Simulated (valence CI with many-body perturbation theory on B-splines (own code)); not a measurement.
Hyperfine factors and g values of Pr XVIII

Calculated by valence CI with perturbative core correlation (CI+MBPT): six valence electrons over a frozen Dirac-Fock core [Kr], radial functions for each j: 7 s, 7 p, 8 d, 6 f, 4 g, 1 h, with the one-electron correlation potential Σ1 (screened to all orders), the two-electron term Σ2, the three-electron term Σ3, Breit, model QED; selected single and double excitations, second order for the rest, scaled by the run's own slope (own B-spline code, finite nucleus).

No measured levels were compared; by estimate terms of the open shell hold to 2 to 4 % of their energy, and close levels can change places. Core correlation moves these levels by up to 10000 cm⁻¹, and in measured spectra 5 to 20 % of such shifts remained as error; rates that hang on mixing are uncertain with them. Among the levels kept, up to 1100 cm⁻¹ of a level comes from second order outside the variational space, and about a tenth of that is noise between levels of different J, which matters for small intervals. Only levels of the ground parity were solved; by the run's estimate the other parity begins above the list, which can be wrong where configurations are misplaced.

A/g_I is the dipole constant over the nuclear g factor μ/I (μ in nuclear magnetons, uniformly magnetised nucleus), B/Q the quadrupole constant per barn. Both hold the static response of the core; the bare values leave it out. Large factors of s and p1/2 electrons are usually good to 5 to 10 %; those of open d and f shells near neutrality can be off by tens of per cent, and small factors of p3/2, d and f electrons come from cancelling terms and can be off by a factor of two or in sign, in half-filled shells by more. B is blank for J = 1/2, where it vanishes, and for nearly pure S terms. Energies count from the lowest level. Levels with J = 0 are left out.

Levels are named by their leading jj configuration (3d3/2^4 stands for four electrons in 3d with j = 3/2), which in mixed levels can hold well under half, so a name can repeat and another be missing. Letters in brackets count levels of one name in rising energy.

```csv
Level,E (cm⁻¹),g,A/g_I (MHz),A/g_I bare,B/Q (MHz/b),B/Q bare
(4d3/2^4 4d5/2^2) J=4,0.0,1.412,2070,2590,6140,5830
(4d3/2^4 4d5/2^2) J=2,13971,1.410,2050,2560,-1910,-1800
(4d3/2^3 4d5/2^3) J=3 [a],21638,1.455,1100,1660,1070,1010
(4d3/2^3 4d5/2^3) J=1 [a],29620,1.443,1670,2230,-2110,-1990
(4d3/2^3 4d5/2^3) J=4,38003,1.078,3380,3400,4000,3810
(4d3/2^3 4d5/2^3) J=5,49044,1.120,3690,3780,2180,2080
(4d3/2^3 4d5/2^3) J=6,49719,1.131,4010,4120,-4460,-4240
(4d3/2^2 4d5/2^4) J=2 [a],56297,1.155,2560,2690,-3680,-3490
(4d3/2^3 4d5/2^3) J=3 [b],59157,1.005,4830,4750,2800,2650
(4d3/2^3 4d5/2^3) J=2 [a],61591,1.097,3970,4030,-965,-917
(4d3/2^2 4d5/2^4) J=4 [a],74505,0.981,4410,4300,-1050,-989
(4d3/2^3 4d5/2^3) J=1 [b],75946,0.831,4750,4420,2660,2530
(4d3/2^3 4d5/2^3) J=2 [b],79153,1.184,3210,3390,5090,4850
(4d3/2^2 4d5/2^4) J=4 [b],79317,1.112,4410,4490,-592,-560
(4d3/2^2 4d5/2^4) J=5,82793,1.110,4130,4210,-3620,-3420
(4d3/2^2 4d5/2^4) J=3 [a],84392,1.267,2500,2800,-3970,-3770
(4d3/2^2 4d5/2^4) J=3 [b],90372,0.946,5280,5120,-531,-497
(4d3/2^2 4d5/2^4) J=6,92131,1.033,4640,4610,-6000,-5690
(4d3/2^3 4d5/2^3) J=3 [c],93735,1.002,4800,4720,-4960,-4710
(4d3/2^2 4d5/2^4) J=1,102140,1.239,2940,3190,-34.5,-28.0
(4d3/2^2 4d5/2^4) J=4 [c],107630,1.042,4780,4760,979,937
(4d3/2^2 4d5/2^4) J=2 [b],108180,1.052,4480,4470,-2810,-2680
(4d3/2 4d5/2^5) J=1,118550,1.483,-411,184,-1660,-1580
(4d3/2^2 4d5/2^4) J=2 [c],127990,0.752,6870,6440,-2390,-2270
(4d3/2^2 4d5/2^4) J=4 [d],128150,1.188,3440,3620,-6450,-6120
(4d3/2 4d5/2^5) J=4,147260,1.027,4450,4410,-4350,-4120
(4d3/2 4d5/2^5) J=2,148660,1.337,2410,2810,-6110,-5820
(4d3/2 4d5/2^5) J=3,150080,1.067,4310,4330,-6990,-6640
(4d3/2^2 4d5/2^4) J=2 [d],172120,1.001,4880,4800,7050,6700
```

Task: Take the isotope of mass number 141, with I = 5/2, μ = 4.266 μN and Q = -0.0589 b. What is the hyperfine structure of (4d3/2^3 4d5/2^3) J=1 [a]?

Result: From the table A = 2860 MHz, B = 124 MHz. Shifts from the centre of gravity in MHz: F = 3/2: -9920, F = 5/2: -2960, F = 7/2: 7180.
